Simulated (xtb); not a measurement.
Calculation: GFN2-xTB (xtb 6.7.1).

```
xtb start.xyz --ohess tight --gfn 2 --chrg 0 --uhf 0 --iterations 400

# start.xyz
10

Ga     0.000000     0.000000     0.000000
F     -1.615222    -0.605234     0.198717
F      0.072270     1.002671    -1.415685
F      1.099456    -1.332078    -0.177486
C      1.264690     2.665289     3.976512
C      0.891244     1.878269     2.802306
N      0.517615     1.090856     1.627517
H      0.569236     3.496749     4.122772
H      2.270957     3.078416     3.861942
H      1.250731     2.046305     4.878197
```

Output:

```
[...]
         :: HOMO-LUMO gap              4.443997700908 eV    ::
         ::.................................................::
         :: SCC energy               -24.482381435578 Eh    ::
         :: -> isotropic ES            0.094802508686 Eh    ::
         :: -> anisotropic ES         -0.004761980008 Eh    ::
         :: -> anisotropic XC          0.013390409176 Eh    ::
         :: -> dispersion             -0.004991375332 Eh    ::
         :: repulsion energy           0.194058027004 Eh    ::
         :: add. restraining           0.000000000000 Eh    ::
         :: total charge              -0.000000000000 e     ::
         :::::::::::::::::::::::::::::::::::::::::::::::::::::

           -------------------------------------------------
          |                Numerical Hessian                |
           -------------------------------------------------
step length          :   0.00500
SCC accuracy         :   0.30000
Hessian scale factor :   1.00000
frozen atoms in %    :   0.00000    0
RMS gradient         :   0.00001
estimated CPU  time      0.01 min
estimated wall time      0.01 min

writing file <hessian>.

 projected vibrational frequencies (cm⁻¹)
eigval :       -0.00    -0.00    -0.00     0.00     0.00     0.00
eigval :      -14.89    22.02    22.14   112.23   112.24   154.61
eigval :      154.63   161.87   226.16   362.04   362.09   432.05
eigval :      507.13   507.13   974.62   974.63  1029.92  1346.40
eigval :     1368.32  1368.36  2390.78  3008.56  3008.59  3011.87
           -------------------------------------------------
          |                Property Printout                |
           -------------------------------------------------

    * Orbital Energies and Occupations

         #    Occupation            Energy/Eh            Energy/eV
      -------------------------------------------------------------
         1        2.0000           -0.8037279             -21.8706
       ...           ...                  ...                  ...
         8        2.0000           -0.6121299             -16.6569
         9        2.0000           -0.5898972             -16.0519
        10        2.0000           -0.5517448             -15.0137
        11        2.0000           -0.5517448             -15.0137
        12        2.0000           -0.5139025             -13.9840
        13        2.0000           -0.4924093             -13.3991
        14        2.0000           -0.4924093             -13.3991
        15        2.0000           -0.4836370             -13.1604
        16        2.0000           -0.4836370             -13.1604
        17        2.0000           -0.4822616             -13.1230
        18        2.0000           -0.4747519             -12.9187
        19        2.0000           -0.4747518             -12.9187
        20        2.0000           -0.4729321             -12.8691 (HOMO)
        21                         -0.3096182              -8.4251 (LUMO)
        22                         -0.3096181              -8.4251
        23                         -0.2413791              -6.5683
        24                         -0.0131037              -0.3566
        25                          0.0552118               1.5024
        26                          0.0552120               1.5024
        27                          0.0695664               1.8930
        28                          0.1062381               2.8909
        29                          0.1062384               2.8909
        30                          0.1088455               2.9618
        31                          0.1473385               4.0093
       ...                                ...                  ...
        36                          1.1495664              31.2813
      -------------------------------------------------------------
                  HL-Gap            0.1633139 Eh            4.4440 eV
             Fermi-level           -0.3912752 Eh          -10.6471 eV

     #   Z          covCN         q      C6AA      α(0)
     1  31 Ga       2.870     0.159   214.695    32.859
     2   9 F        0.694    -0.211    11.366     3.981
     3   9 F        0.694    -0.211    11.366     3.981
     4   9 F        0.694    -0.211    11.366     3.981
     5   6 C        3.754    -0.118    22.827     6.813
     6   6 C        1.893     0.172    26.985     8.390
     7   7 N        1.698     0.009    21.682     6.883
     8   1 H        0.924     0.137     1.480     1.902
     9   1 H        0.924     0.137     1.480     1.902
    10   1 H        0.924     0.137     1.480     1.902

 Mol. C6AA /au·bohr⁶  :       1767.321094
 Mol. C8AA /au·bohr⁸  :      77736.593183
 Mol. α(0) /au        :         72.593578

Wiberg/Mayer (AO) data.
largest (>0.10) Wiberg bond orders for each atom

 ---------------------------------------------------------------------------
     #   Z sym  total        # sym  WBO       # sym  WBO       # sym  WBO
 ---------------------------------------------------------------------------
     1  31 Ga   4.020 --     2 F    1.131     4 F    1.131     3 F    1.131
                             7 N    0.574
     2   9 F    1.329 --     1 Ga   1.131
     3   9 F    1.329 --     1 Ga   1.131
     4   9 F    1.329 --     1 Ga   1.131
     5   6 C    3.973 --     6 C    1.124     9 H    0.922     8 H    0.922
                            10 H    0.922
     6   6 C    3.928 --     7 N    2.685     5 C    1.124
     7   7 N    3.580 --     6 C    2.685     1 Ga   0.574
     8   1 H    0.980 --     5 C    0.922
     9   1 H    0.980 --     5 C    0.922
    10   1 H    0.980 --     5 C    0.922
 ---------------------------------------------------------------------------

Topologies differ in total number of bonds
Writing topology from bond orders to xtbtopo.mol

molecular dipole:
                 x           y           z       tot (Debye)
 q only:        1.067       2.248       3.353
   full:        1.080       2.277       3.397      10.752
molecular quadrupole (traceless):
                xx          xy          yy          xz          yz          zz
 q only:      -14.932       7.658      -2.427      11.425      24.078      17.358
  q+dip:      -16.214       8.316      -2.635      12.407      26.146      18.849
   full:      -16.253       8.336      -2.641      12.437      26.209      18.894

           -------------------------------------------------
          |                Geometry Summary                 |
           -------------------------------------------------

      molecular mass/u    :      167.7702728
   center of mass at/Å    :        0.2099473       0.4424472       0.6601116
Molecule has the following symmetry elements: (C3) 3*(sigma)
It seems to be the C3v point group
  moments of inertia/u·Å² :        0.1697880E+03   0.5001111E+03   0.5001111E+03
rotational constants/cm⁻¹ :        0.9928638E-01   0.3370778E-01   0.3370777E-01

 * 8 selected distances

     #   Z          #   Z                                           value/Å
     1  31 Ga       2   9 F                                       1.7275901
     1  31 Ga       3   9 F                                       1.7275911 (max)
     1  31 Ga       4   9 F                                       1.7275905
     5   6 C        6   6 C                                       1.4159297
     6   6 C        7   7 N                                       1.1455124
     5   6 C        8   1 H                                       1.0906951
     5   6 C        9   1 H                                       1.0906950 (min)
     5   6 C       10   1 H                                       1.0906953

 * 4 distinct bonds (by element types)

   Z      Z             #   av. dist./Å        max./Å        min./Å
   1 H    6 C           3     1.0906951     1.0906953     1.0906950
   6 C    6 C           1     1.4159297     1.4159297     1.4159297
   6 C    7 N           1     1.1455124     1.1455124     1.1455124
   9 F   31 Ga          3     1.7275906     1.7275911     1.7275901

           -------------------------------------------------
          |               Frequency Printout                |
           -------------------------------------------------
 projected vibrational frequencies (cm⁻¹)
eigval :       -0.00    -0.00    -0.00     0.00     0.00     0.00
eigval :      -14.89    22.02    22.14   112.23   112.24   154.61
eigval :      154.63   161.87   226.16   362.04   362.09   432.05
eigval :      507.13   507.13   974.62   974.63  1029.92  1346.40
eigval :     1368.32  1368.36  2390.78  3008.56  3008.59  3011.87
 reduced masses (amu)
   1: 12.84   2: 37.83   3: 40.77   4: 28.24   5: 35.99   6: 12.07   7:  1.35   8: 15.50
   9: 15.50  10: 18.80  11: 18.80  12: 26.33  13: 26.33  14: 26.08  15: 34.67  16: 10.16
  17: 10.16  18: 20.37  19: 33.43  20: 33.43  21:  4.70  22:  4.70  23: 10.30  24:  3.98
  25:  1.52  26:  1.52  27: 12.77  28:  1.96  29:  1.96  30:  1.26
 IR intensities (km·mol⁻¹)
   1:  8.10   2:  0.90   3:  2.07   4:  0.55   5:  0.32   6:  7.48   7:  0.03   8:  2.05
   9:  2.05  10:  5.41  11:  5.40  12: 29.42  13: 29.43  14: 65.57  15: 41.06  16:  2.13
  17:  2.12  18: 18.91  19: 83.69  20: 83.68  21: 28.60  22: 28.62  23:  3.23  24: 73.02
  25: 27.47  26: 27.32  27:467.07  28:  5.71  29:  5.69  30:  9.94
 Raman intensities (Ä⁴*amu⁻¹)
   1:  0.00   2:  0.00   3:  0.00   4:  0.00   5:  0.00   6:  0.00   7:  0.00   8:  0.00
   9:  0.00  10:  0.00  11:  0.00  12:  0.00  13:  0.00  14:  0.00  15:  0.00  16:  0.00
  17:  0.00  18:  0.00  19:  0.00  20:  0.00  21:  0.00  22:  0.00  23:  0.00  24:  0.00
  25:  0.00  26:  0.00  27:  0.00  28:  0.00  29:  0.00  30:  0.00
 output can be read by thermo (or use thermo option).
 writing <g98.out> molden fake output.
 recommended (thermochemical) frequency scaling factor: 1.0
           -------------------------------------------------
          |             Thermodynamic Functions             |
           -------------------------------------------------

c3v symmetry found (for desy threshold:  0.10E+00) used in thermo
 inverting freq            1   14.890769558941523

          ...................................................
          :                      SETUP                      :
          :.................................................:
          :  # frequencies                          24      :
          :  # imaginary freq.                       0      :
          :  linear?                             false      :
          :  only rotor calc.                    false      :
          :  symmetry                              c3v      :
          :  rotational number                       3      :
          :  scaling factor                  1.0000000      :
          :  rotor cutoff                   50.0000000 cm⁻¹ :
          :  imag. cutoff                  -20.0000000 cm⁻¹ :
          :.................................................:

    mode    ω/cm⁻¹     T·S(HO)/kcal·mol⁻¹    T·S(FR)/kcal·mol⁻¹   T·S(vib)
   ------------------------------------------------------------------------
       1     14.89    -2.15266 (  0.78%)    -1.41452 ( 99.22%)    -1.42029
       2     22.02    -1.92110 (  3.62%)    -1.29895 ( 96.38%)    -1.32149
       3     22.14    -1.91781 (  3.70%)    -1.29730 ( 96.30%)    -1.32028
       4    112.23    -0.96303 ( 96.21%)    -0.81693 (  3.79%)    -0.95750
       5    112.24    -0.96298 ( 96.21%)    -0.81690 (  3.79%)    -0.95745
       6    154.61    -0.77957 ( 98.92%)    -0.72204 (  1.08%)    -0.77895
       7    154.63    -0.77951 ( 98.92%)    -0.72201 (  1.08%)    -0.77889
       8    161.87    -0.75368 ( 99.10%)    -0.70846 (  0.90%)    -0.75327
       9    226.16    -0.56924 ( 99.76%)    -0.60940 (  0.24%)    -0.56934
   ------------------------------------------------------------------------

   temp. (K)  partition function   enthalpy   heat capacity  entropy
                                   cal/mol     cal/K/mol   cal/K/mol   J/K/mol
 298.15  VIB  0.168E+06             5077.670     22.817     34.423
         ROT  0.166E+06              888.752      2.981     26.866
         INT  0.278E+11             5966.422     25.798     61.289
         TR   0.210E+28             1481.254      4.968     41.242
         TOT                        7447.6758    30.7657   102.5310   428.9899

       T/K    H(0)-H(T)+PV         H(T)/Eh          T*S/Eh         G(T)/Eh
   ------------------------------------------------------------------------
    298.15    0.118686E-01    0.611529E-01    0.487158E-01    0.124371E-01
   ------------------------------------------------------------------------

         :::::::::::::::::::::::::::::::::::::::::::::::::::::
         ::                  THERMODYNAMIC                  ::
         :::::::::::::::::::::::::::::::::::::::::::::::::::::
         :: total free energy         -24.275886356345 Eh   ::
         ::.................................................::
         :: total energy              -24.288323408575 Eh   ::
         :: zero point energy           0.049284235125 Eh   ::
         :: G(RRHO) w/o ZPVE           -0.036847182896 Eh   ::
         :: G(RRHO) contrib.            0.012437052230 Eh   ::
         :::::::::::::::::::::::::::::::::::::::::::::::::::::
imag cut-off (cm-1) :    5.00
 found            1  significant imaginary frequency
 writing imag mode distorted coords to xtbhess.xyz
 for further optimization.

optimized geometry written to: xtbopt.xyz

           -------------------------------------------------
          | TOTAL ENERGY              -24.288323408575 Eh   |
          | TOTAL ENTHALPY            -24.227170546532 Eh   |
          | TOTAL FREE ENERGY         -24.275886356345 Eh   |
          | GRADIENT NORM               0.000013696837 Eh/α |
          | HOMO-LUMO GAP               4.443996129524 eV   |
           -------------------------------------------------

------------------------------------------------------------------------
```

Cost: about 0.6 core-seconds (a rough figure).
